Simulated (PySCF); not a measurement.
Species: C₂H₁₁O₂Si₃ (doublet state).
Numbering: `[CH3:1][CH2:2][O:3][Si@@H:4]([SiH2:5])[O:6][SiH3:7]` (hydrogens: H8, H9, H10 on C1; H11, H12 on C2; H13 on Si4; H14, H15 on Si5; H16, H17, H18 on Si7)

Cartesian coordinates in Å at the GFN2-xTB level; atoms count from 1:
```xyz
18
C2H11O2Si3 angstrom
C     -2.558   -1.042   -0.376
C     -1.602   -0.503    0.680
O     -0.283   -0.480    0.237
Si     0.402    0.511   -0.854
Si     0.277    2.675   -0.191
O      1.987    0.162   -0.799
Si     3.184   -0.863   -0.450
H     -3.563   -1.111    0.031
H     -2.235   -2.029   -0.697
H     -2.567   -0.381   -1.240
H     -1.911    0.509    0.976
H     -1.627   -1.146    1.567
H     -0.011    0.071   -2.201
H      1.007    3.723   -0.915
H     -1.054    3.262    0.051
H      3.115   -2.001   -1.366
H      4.375   -0.046   -0.666
H      3.056   -1.304    0.937
```

The hyperfine couplings belong to this conformer and change with its torsions.

Method: UKS B3LYP, pcH-1 on C H O Si, non-relativistic, mean-field spin-orbit, GIAO in PySCF 2.14.0. Geometry: GFN2-xTB, one conformer, isolated molecule. GFN2-xTB frequencies show an imaginary mode (24i cm⁻¹), so this geometry is no minimum at that level. A GFN2-xTB geometry isn't a minimum of the functional, and hyperfine couplings can be far from their values at a DFT geometry, by a factor of two or more for some ions and for spin on atoms past the first row. No stability test was run, so a lower SCF solution isn't excluded.

(1) Match the computed a_iso(17O) values -1.3, +0.9 MHz with the sites O3; O6.

(2) Match the computed a_iso(29Si) values -338.7, +2.2 MHz with the sites Si4; Si5.

Results:

(1) 
```
site  a_iso (MHz)  ρ(0) (bohr⁻³)          position  distance from Si5 (Å)  spin population  largest |T| (MHz)
  O3         -1.3        +0.0022  2 bonds from Si5                   3.23             0.00                0.6
  O6         +0.9        -0.0014  2 bonds from Si5                   3.10             0.00                0.7
```

(2) 
```csv
site,a_iso (MHz),ρ(0) (bohr⁻³),position,distance from Si5 (Å),spin population,largest |T| (MHz)
Si4,+2.2,-0.0024,1 bond from Si5,2.27,+0.03,9.7
Si5,-338.7,+0.3822,largest spin population,0.00,+0.99,175.9
```

ρ(0) is the spin density at the nucleus and T the dipolar tensor; a_iso includes a spin–orbit part; entries for several nuclei are means. The largest Mulliken spin population is on Si5 (+0.99). The angles at Si5 add up to 343.4°, so it is pyramidal.

Class means assume fast exchange of nuclei equivalent by connectivity; if that motion is slow, each nucleus keeps its own coupling.
